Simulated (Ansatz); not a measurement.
Basis-set extrapolation for `CC(C)O[Si]N` (PBE0-D4/def2-TZVP geometry, frozen core, the Gaussian-basis code of Ansatz). Multiplicity 1, RHF reference.

|  | def2-TZVPP | def2-QZVPP |
| --- | --- | --- |
| HF | -537.255197 | -537.276468 |
| MP2 correlation | -1.077361 | -1.152792 |
| CCSD(T) correlation | -1.173728 | not run |

Energies in hartree. Use E(X) = E(∞) + A·exp(−7.88·√X) for Hartree–Fock and E(X) = E(∞) + B·X^(−2.97) for correlation, with X = 3 and 4, and add CCSD(T) minus MP2 of the smaller set to the MP2 limit.

Question: What is the CCSD(T) energy at the basis-set limit?

Answer: HF limit: -537.276468 + (-0.021271) × 0.13774 = -537.27940. MP2 limit: -1.152792 + (-0.075431) × 0.74074 = -1.20867. Higher-order term: -1.173728 − (-1.077361) = -0.09637. Total: -538.58444 hartree, 4.23 eV below CCSD(T)/def2-TZVPP.
